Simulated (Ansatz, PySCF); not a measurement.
Complex: ethylamine (SMILES CCN) (first 10 atoms) with HF (SMILES F); geometry from B3LYP-D3(BJ)/def2-TZVP.
(charge 0, multiplicity 1):
```xyz
12

C      1.24880     0.49068     0.01617
C     -0.25806     0.31018    -0.05882
N     -0.69058    -0.77892     0.83866
H      1.56613     1.31843    -0.61916
H      1.55864     0.69695     1.04085
H      1.76830    -0.40864    -0.32500
H     -0.56766     0.12931    -1.09429
H     -0.75852     1.22005     0.27711
H     -1.69413    -0.91649     0.78882
H     -0.25400    -1.65553     0.57155
F      0.01748    -0.03773     3.21823
H     -0.26745    -0.36675     2.34658
```

Interaction energies are E(AB) − E(A) − E(B) at the monomers' geometry in the complex; basis-set methods are counterpoise corrected. Rows marked so take none.

Cores are frozen in the correlated methods. Rows in 6-31G* carry no dispersion term and start afresh at each structure (6-31G* with six Cartesian d functions).

Programs: Ansatz (a first-principles code); PySCF for 6-31G* rows. Values without a source in brackets are computed.

Question: Give the interaction energy at the level CCSD(T)/aug-cc-pVDZ.

Answer: -14.2 kcal/mol

Question: What is the computed interaction energy (B3LYP/6-31G* (no counterpoise))?

Answer: -17.9 kcal/mol

Question: What is the computed interaction energy (MP2/aug-cc-pVDZ)?

Answer: -14.7 kcal/mol
